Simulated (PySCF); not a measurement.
Compound: C7H10O (charge +1 and doublet state).
Numbering: `[CH2:1]=[CH:2][C@:3]1([CH:4][CH2+:5])[CH2:6][CH2:7][O:8]1` (hydrogens: H9, H10 on C1; H11 on C2; H12 on C4; H13, H14 on C5; H15, H16 on C6; H17, H18 on C7)

Geometry (GFN2-xTB, Å), atoms numbered from 1 in this order:
```xyz
18
C7H10O angstrom
C     -0.131    2.228    0.765
C     -0.165    1.427   -0.289
C     -0.131   -0.094   -0.189
C      1.359   -0.195   -0.502
C      2.283   -0.377    0.429
C     -1.132   -0.929   -0.985
C     -1.518   -1.473    0.392
O     -0.547   -0.646    1.018
H      0.028    1.866    1.768
H     -0.312    3.287    0.657
H     -0.230    1.781   -1.309
H      1.576   -0.114   -1.557
H      2.058   -0.366    1.483
H      3.304   -0.595    0.155
H     -0.697   -1.654   -1.670
H     -1.907   -0.367   -1.502
H     -2.526   -1.240    0.747
H     -1.318   -2.533    0.576
```

The hyperfine couplings belong to this conformer and change with its torsions.

Method: PySCF, UKS B3LYP, pcH-1 on C H O, non-relativistic, mean-field spin-orbit, GIAO. One conformer (not necessarily the lowest) at the GFN2-xTB geometry, without solvent, vibrations or thermal averaging. The geometry wasn't refined by DFT: couplings that depend on bond lengths, twists or pyramidal angles can differ widely from those at the functional's own minimum, by a factor of two or more for some ions and for spin on atoms past the first row. No stability test was run, so a lower SCF solution isn't excluded.

Principal values of hyperfine tensors in MHz (contact and dipolar terms together), for some of the nuclei:

| atom | isotope | A1 | A2 | A3 | alike by the symmetry of this geometry |
| --- | --- | --- | --- | --- | --- |
| C4 | 13C | 16.27 | 27.77 | 83.02 | C2 |
| H17 | 1H | 21.00 | 21.60 | 25.82 | none |
| H18 | 1H | 20.79 | 21.38 | 25.61 | none |
| C5 | 13C | -10.30 | -8.70 | 68.11 | none |
| H11 | 1H | 2.48 | 9.64 | 22.17 | none |
| H12 | 1H | 1.04 | 8.30 | 20.54 | none |
| H13 | 1H | -20.24 | -13.27 | 4.18 | none |
| H9 | 1H | -19.76 | -12.92 | 4.39 | none |

(1) Give the isotropic coupling of each nucleus in MHz and in mT (g = 2.0036), and the anisotropic part.

(2) What spin density at the nucleus of H13 lies behind its contact coupling (g_N = 5.58569)?

(3) C1 (13C, g_N = 1.40482) isn't in the table. Its spin density at the nucleus is 0.01429 bohr⁻³. What is its contact coupling?

(4) Which nucleus of the table has the largest anisotropic coupling, and what is its form?

(5) What first-order splitting does C4 cause when the field lies along A1, A2 or A3 of its tensor (g taken as isotropic, no quadrupole term)?

Answers

(1) a_iso is a third of the trace, T = A − a_iso, and a(mT) = a(MHz)/(g × 13.996).

```
atom  a_iso (MHz)  a_iso (mT)      T1      T2     T3
  C4        42.35       1.510  -26.08  -14.58  40.66
 H17        22.81       0.813   -1.81   -1.20   3.01
 H18        22.59       0.806   -1.81   -1.21   3.02
  C5        16.37       0.584  -26.67  -25.07  51.74
 H11        11.43       0.408   -8.95   -1.79  10.74
 H12         9.96       0.355   -8.92   -1.66  10.58
 H13        -9.78      -0.349  -10.46   -3.50  13.96
  H9        -9.43      -0.336  -10.33   -3.49  13.82
```

(2) a_FC = (2μ0/3) gₑ μB g_N μN ρ(0)/(2S·h) = 800.24 MHz × g_N × ρ(0)/(2S), with ρ in bohr⁻³. With a_FC = -9.78 MHz and 2S = 1, ρ(0) = -0.002188 bohr⁻³. In magnitude that is 0.7 % of the 1/π = 0.318 of a free hydrogen atom.

(3) By the same relation, a_FC = 16.06 MHz. Its full tensor has the principal values -10.36, -8.76, 67.30 MHz.

(4) C5: -26.7, -25.1, 51.7 MHz, nearly axial, close to the ratio −1:−1:+2, the form that spin in one p orbital centred on that nucleus gives.

(5) 2 lines (I = 1/2), spaced by |A_i|/(g × 13.996): 0.58, 0.99, 2.96 mT along the axes of A1, A2 and A3.

On one thread of an Arm Neoverse V2, on a shared host, this took 72 s (grids of density and orbitals included) and 1.1 GiB of memory at its peak.

The SMILES draws the unpaired electron on C4; the largest computed Mulliken spin population is on C5 (0.32 against 0.13).
